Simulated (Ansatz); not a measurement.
Ligand exchange: C2H5ClSn + C2H8GaN → C2H7NSn + C2H6ClGa

Species: C2H5ClSn `C[CH2][Sn][Cl]`, singlet; C2H8GaN `C[CH2][GaH][NH2]`, singlet; C2H7NSn `C[CH2][Sn][NH2]`, singlet; C2H6ClGa `C[CH2][GaH][Cl]`, singlet. The partners trade Cl for NH2: Sn–Cl and Ga–NH2 bonds give way to Sn–NH2 and Ga–Cl.

Shapes, held fixed at every level: PBE0-D4/def2-TZVP. Flexible molecules stand in one conformer, not always the lowest. Programs: Ansatz 0.2.0. The zero-point and thermal change to 298 K, harmonic and unscaled (PBE0-D4/def2-TZVP), is -0.5 kJ/mol.

| level | kind | ΔH(298 K) (kJ/mol) | less CCSD(T)/def2-TZVPP |
| --- | --- | --- | --- |
| HF/def2-TZVPP | Hartree–Fock | +8.7 | +1.1 |
| PBE-D4/def2-TZVPP | GGA | +9.8 | +2.2 |
| r2SCAN-D4/def2-TZVPP | meta-GGA | +8.7 | +1.1 |
| BHLYP-D4/def2-TZVPP | global hybrid | +12.7 | +5.1 |
| PBE0-D4/def2-TZVPP | global hybrid | +10.5 | +2.9 |
| MP2/def2-TZVPP | perturbation theory | +8.9 | +1.3 |
| CCSD/def2-TZVPP | coupled cluster or CI | +8.8 | +1.2 |
| CCSD(T)/def2-TZVPP | coupled cluster or CI | +7.6 | 0.0 |

The highest level, CCSD(T)/def2-TZVPP, gives ΔH(298 K) = +7.6 kJ/mol; the levels span +7.6 to +12.7. The column of differences is taken from that level and isn't an error. No measured value is set beside it here. For atoms past krypton def2 sets carry core potentials with scalar relativity. Relativity is left out for Ga. Outer-core shells of Ga, Sn are correlated in most correlated rows, in sets that cover them unevenly.
